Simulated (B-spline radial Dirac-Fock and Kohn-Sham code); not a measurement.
How the binding energies of Ti²⁺ add up

System: titanium as Ti²⁺ in the configuration [Ar] 3d2, inside a Watson sphere of charge -2 and radius 2.2 Å (a model of the Madelung potential; inside it an electron's potential energy is raised by 13.1 eV); nuclear rms radius 3.5921 fm (A = 48).

Calculated with an atomic code on a B-spline grid, using multi-electron Dirac-Fock with separately optimised hole states, Breit and Lamb-shift corrections added in first order. No correlation. Energies are counted from the vacuum level.

All terms are in eV, carry their sign (relaxation lowers the binding energy) and add up to the binding energy; ⟨r⟩ is the mean radius of the orbital in the initial state.

```csv
subshell,−ε (Koopmans),relaxation,Gaunt,retardation,self-energy,vacuum polarisation,binding energy,⟨r⟩ (bohr)
K,5023.0,-35.05,-4.79,0.27,-2.20,0.17,4981.4,0.070
L1,592.3,-12.95,-0.26,0.00,-0.20,0.01,578.9,0.322
L2,492.0,-14.29,-0.50,0.05,0.03,0.00,477.3,0.287
L3,486.1,-14.15,-0.33,0.05,0.02,0.00,471.7,0.289
M1,81.85,-2.55,-0.02,0.00,-0.03,0.00,79.25,1.007
M2,52.31,-2.31,-0.04,0.00,0.00,0.00,49.97,1.082
M3,51.61,-2.27,-0.02,0.01,0.00,0.00,49.32,1.089
"M4,5",13.63,-1.21,0.01,0.00,0.00,0.00,12.44,1.414
```

For the deepest level, K (1s), the Breit terms make up -0.091 % of the binding energy, QED -0.041 % and orbital relaxation -0.704 %.
